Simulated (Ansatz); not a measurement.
Two members of one family (Sn10H16 nanocrystal and its variants), computed with Ansatz in the gas phase; def2 core potentials for In, Sn, no spin–orbit coupling. HOMO and LUMO are taken over both spins. Binding counts from free atoms in the multiplicity of their measured ground term, without zero-point energy. Sets without diffuse functions give affinities that are too small. The spins of the ions were chosen, not always searched. A dash marks a value that wasn't run or was left out as unsound. The structures are stationary points that may keep the symmetry of their start. Remarks come from the PBE and PBE0 runs and from stability tests at other levels; not every state was tested. A HOMO above zero means that the electron is unbound at that level and held by the basis, or that self-interaction error raises the level; the energy of removing that electron tells which.

First: Sn10H16 (singlet, charge 0, PBE-D4/def2-SVP geometry).

Cartesian coordinates in Å:
```
Sn 2.3545 -1.0252 1.1541
Sn 0.4282 2.6713 -0.8008
Sn -2.0935 -0.0904 1.8918
Sn -0.6976 -1.5533 -2.2483
Sn 0.2652 -1.1138 3.0396
Sn -1.6583 2.5733 1.0875
Sn 2.7791 1.6412 0.3571
Sn 1.6542 -2.5774 -1.0884
Sn -0.2628 1.1124 -3.0401
Sn -2.7815 -1.6384 -0.3567
H 3.8106 -1.6608 1.8669
H 0.6957 4.3203 -1.2982
H -3.3845 -0.1458 3.0625
H -1.1309 -2.5139 -3.6353
H 0.6915 -0.1828 4.4441
H 0.0090 -2.7501 3.5632
H -1.2490 3.5422 2.4689
H -3.1105 3.2358 0.4035
H 3.2372 2.6025 1.7293
H 4.0859 1.7189 -0.7854
H 2.9461 -2.5514 -2.2507
H 1.4175 -4.2322 -0.6139
H 1.0152 1.1776 -4.2179
H -1.6911 1.7501 -3.7962
H -3.0820 -3.2801 0.1270
H -4.2482 -1.0299 -1.0635
```

| level | HOMO (eV) | LUMO (eV) | gap (eV) | vertical EA (eV) | binding per atom (eV) |
| --- | --- | --- | --- | --- | --- |
| PBE-D4/def2-SVP | -6.14 | -2.41 | 3.73 | – | 2.40 |
| PBE-D4/def2-TZVP | -6.20 | -2.54 | 3.66 | 1.12 | 2.41 |
| r2SCAN-D4/def2-TZVP | -6.42 | -2.33 | 4.08 | – | 2.42 |
| PBE0-D4/def2-SVP | -7.01 | -1.63 | 5.39 | – | 2.39 |
| PBE0-D4/def2-TZVP | -7.03 | -1.72 | 5.31 | 0.75 | 2.41 |

Remarks: HOMO above zero (-1 doublet).

Second: InSn9H16, In on a surface site (doublet, charge 0, PBE-D4/def2-SVP geometry; reduced ion singlet).

```xyz
26

Sn   -0.4178   -2.8295    0.5549
Sn    2.6947    0.5650    0.0873
Sn   -1.2386    1.5126    1.9161
In   -1.2265    0.2906   -2.8348
Sn   -1.7317   -1.2093    2.4493
Sn    1.5108    2.0812    2.1438
Sn    2.3223   -2.1832    0.5779
Sn   -1.5173   -2.3691   -1.9955
Sn    1.4288    1.4351   -2.2878
Sn   -1.9383    2.2350   -0.7287
H    -0.5784   -4.4844    1.0801
H     4.3917    0.9384   -0.0693
H    -2.1866    2.5284    2.9719
H    -1.8162    0.8265   -4.3953
H    -1.1917   -1.5383    4.0688
H    -3.4477   -1.4849    2.4145
H     2.1205    1.6368    3.7070
H     1.8076    3.7766    1.9207
H     3.0522   -2.5550    2.1113
H     3.1784   -3.0943   -0.6290
H    -0.7547   -3.5005   -3.0784
H    -3.1846   -2.8604   -1.8994
H     2.3118    0.9549   -3.7201
H     1.4040    3.1734   -2.3096
H    -3.6707    2.3323   -0.9630
H    -1.3220    3.8222   -1.0928
```

**Question.** Estimate how these quantities change from the first to the second (second minus first).

**Answer.** 
```json
{"level": "PBE-D4/def2-SVP", "Δ HOMO (eV)": "0.73", "Δ LUMO (eV)": "-2.52", "Δ gap (eV)": "-3.25", "Δ vertical EA (eV)": "–", "Δ binding per atom (eV)": "-0.09"}
{"level": "PBE-D4/def2-TZVP", "Δ HOMO (eV)": "0.72", "Δ LUMO (eV)": "-2.46", "Δ gap (eV)": "-3.17", "Δ vertical EA (eV)": "2.20", "Δ binding per atom (eV)": "-0.08"}
{"level": "r2SCAN-D4/def2-TZVP", "Δ HOMO (eV)": "0.64", "Δ LUMO (eV)": "-2.57", "Δ gap (eV)": "-3.21", "Δ vertical EA (eV)": "–", "Δ binding per atom (eV)": "-0.08"}
{"level": "PBE0-D4/def2-SVP", "Δ HOMO (eV)": "0.70", "Δ LUMO (eV)": "-2.78", "Δ gap (eV)": "-3.49", "Δ vertical EA (eV)": "–", "Δ binding per atom (eV)": "-0.09"}
{"level": "PBE0-D4/def2-TZVP", "Δ HOMO (eV)": "0.69", "Δ LUMO (eV)": "-2.71", "Δ gap (eV)": "-3.40", "Δ vertical EA (eV)": "2.64", "Δ binding per atom (eV)": "-0.09"}
```
